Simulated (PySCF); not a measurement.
C₅H₉N, SMILES C(=N\C(C)=C)/C.

Geometry: B3LYP-D3(BJ)/def2-SVP. The structure was generated by enumeration; whether it is a known compound was not checked. The values are those of a single conformer.

The numbers are results of PySCF with PBE/def2-TZVP, not measurements.

Isolated molecule, no solvent.

Computed frontier levels, gap, dipole moment and polarisability:
```json
{
  "highest_occupied_level": "-5.41 eV",
  "lowest_empty_level": "-1.59 eV",
  "orbital_gap": "3.82 eV",
  "dipole_moment": "1.31 D",
  "quadrupole, principal values (traceless, Buckingham form, about the centre of nuclear charge)": "-4.85, -1.66, 6.51 D·Å",
  "mean_static_polarisability": "75.1 bohr³ (11.13 Å³)",
  "polarisability_principal_values": "53.5, 73.6, 98.4 bohr³"
}
```
